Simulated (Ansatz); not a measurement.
`NCC[SiH2]F` + GeH₄ → `NC[CH2][GeH3]` + `F[SiH3]`  (formal exchange of groups at a C–Si bond)

Computed with Ansatz on PBE0-D4/def2-TZVP structures; ΔE is electronic, products minus reactants. CCSD(T)/CBS adds triple-zeta CCSD(T) − MP2 to the extrapolated MP2 energy (def2 sets, frozen cores). This one scheme is used for every species. DFT in def2-TZVPP. B3LYP here is the variant with VWN-RPA as its local correlation; programs differ in this. For Ge outer-core shells are correlated without core-valence functions, which leaves a few kJ/mol of doubt a bond. Scalar relativity is left out up to krypton. Each species was taken in one conformer, which may not be the lowest.

| level | ΔE (kJ/mol) |
| --- | --- |
| PBE-D4 | 24.3 |
| PBE0-D4 | 24.2 |
| B3LYP-D4 | 22.7 |
| PBE0 | 23.8 |
| HF/def2-TZVPP | 19.7 |
| MP2/def2-TZVPP | 14.1 |
| MP2/def2-QZVPP | 14.5 |
| CCSD/CBS(def2) | 17.0 |

Question: What does CCSD(T)/CBS give? (Best estimate.)

Answer: Computed: +16.7 kJ/mol. The listed levels differ from it by 7.6, 7.5, 6.0, 7.1, 3.0, -2.6, -2.2, 0.3 kJ/mol.

Largest T1 diagnostic among the species: 0.012.

In def2-TZVPP, CCSD(T) changes the Hartree–Fock value by −3.0 kJ/mol (the triples alone add −0.2 kJ/mol) and MP2 by −5.5 kJ/mol.
